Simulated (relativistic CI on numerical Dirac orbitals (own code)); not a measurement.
A reference radial Dirac CI calculation of Pm XXXI gave the lowest total energy -9538.16341 Ha in 20 SCF steps, from this input:

```
atom Pm  Z=61  charge=30  electrons=31
nucleus A=145  rms_radius_fm=4.9620
hamiltonian dirac-coulomb  breit=on  qed=on  c_scale=1
orbitals kli  potential=per-configuration
slater_scale 1
correlation none
mixing on
grid step=0.0125 r_max=4.8
scf mixing=0.4 start=green max_iterations=150 tolerance=2e-08 node_fill=0.05
configurations
  [Ar] 3d10 4s2 4p
  [Ar] 3d10 4s 4p2
end
```

One setting was then changed, and the output read:

```
SCF 1: [Ar] 3d10 4s2 4p
 iter      energy (Ha)   residual   last orbital (Ha)
    1     -9419.413174   6.27e+00    -62.12212
    2     -9513.990681   3.45e+00    -51.81491
    3     -9551.158968   2.36e-01    -41.45635
    4     -9551.734699   1.76e-01    -41.53648
    5     -9551.729174   2.02e-03    -41.07136
    6     -9551.727590   2.75e-04    -41.06926
    7     -9551.727707   6.95e-05    -41.06787
    8     -9551.727749   2.49e-06    -41.06798
    9     -9551.727749   1.21e-06    -41.06798
   10     -9551.727748   7.12e-09    -41.06798
SCF 2: [Ar] 3d10 4s 4p2
 iter      energy (Ha)   residual   last orbital (Ha)
    1     -9415.411227   6.28e+00    -62.12212
    2     -9510.574438   3.46e+00    -51.75988
    3     -9547.879423   2.35e-01    -41.35969
    4     -9548.458719   1.73e-01    -41.44905
    5     -9548.449842   2.13e-03    -40.98509
    6     -9548.448205   2.59e-04    -40.98274
    7     -9548.448290   6.38e-05    -40.98118
    8     -9548.448331   1.48e-06    -40.98126
    9     -9548.448331   1.33e-06    -40.98126
   10     -9548.448331   1.55e-09    -40.98126
orbital energies (Ha): 3s -96.5810  3p1/2 -90.5516  3p3/2 -86.2827  3d3/2 -76.0203  3d5/2 -75.0856  4s -44.8044  4p1/2 -42.3509  4p3/2 -41.0680
configuration averages (Ha): Dirac-Coulomb, Breit, QED
  4s2 4p                       -9551.727748    8.532783    5.876357
  4s 4p2                       -9548.448331    8.538269    5.856570
levels: no., configuration, term, J, E (cm-1), weight
   1 4s2 4p                 2P*  1/2              0.0  1.00
   2 4s2 4p                 2P*  3/2         279812.9  1.00
   3 4s 4p2                 4P   1/2         511957.4  0.72
   4 4s 4p2                 4P   3/2         716897.0  0.95
   5 4s 4p2                 4P   5/2         775461.0  0.57
   6 4s 4p2                 2D   3/2         867471.9  0.77
   7 4s 4p2                 2P   1/2         886412.6  0.71
   8 4s 4p2                 2D   5/2        1041601.2  0.57
   9 4s 4p2                 2S   1/2        1160017.7  0.68
  10 4s 4p2                 2P   3/2        1184465.1  0.77
lowest total energy -9538.168559 Ha
end: converged
```

Q: Which setting was changed?
A. speed of light
B. charge
C. SCF mixing
D. node fill of the KLI weights

A: D. The node fill of the KLI weights 0.5.
